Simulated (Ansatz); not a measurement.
## Redistribution: C2HBr2F + C2H3F3 → C2HBrF2 + C2H3BrF2

Species: C2HBr2F `F/C(Br)=C/Br`, singlet; C2H3F3 (1,1,2-trifluoroethane) `FCC(F)F`, singlet; C2HBrF2 `F/C=C(\F)Br`, singlet; C2H3BrF2 `FCC(F)Br`, singlet. The partners trade Br for F; both sit on C, so the bond types are kept.

Shapes, held fixed at every level: PBE0-D4/def2-TZVP. Flexible molecules stand in one conformer, not always the lowest. Programs: Ansatz 0.2.0. Electronic energies: no zero-point or thermal term.

| level | kind | ΔE (kJ/mol) | less CCSD(T)/def2-TZVPP |
| --- | --- | --- | --- |
| HF/def2-TZVPP | Hartree–Fock | +45.7 | -0.6 |
| PBE-D4/def2-TZVPP | GGA | +38.2 | -8.1 |
| B3LYP-D4/def2-TZVPP | global hybrid | +40.2 | -6.1 |
| PBE0-D4/def2-TZVPP | global hybrid | +42.2 | -4.1 |
| wB97X-V/def2-TZVPP | range-separated hybrid | +43.1 | -3.2 |
| MP2/def2-TZVPP | perturbation theory | +52.4 | +6.1 |
| CCSD/def2-TZVPP | coupled cluster or CI | +46.3 | 0.0 |
| CCSD(T)/def2-TZVPP | coupled cluster or CI | +46.3 | 0.0 |

The highest level, CCSD(T)/def2-TZVPP, gives ΔE = +46.3 kJ/mol; the levels span +38.2 to +52.4. The column of differences is taken from that level and isn't an error. No measured value is set beside it here. Relativity is left out for Br. Outer-core shells of Br are correlated, in sets that cover them unevenly.
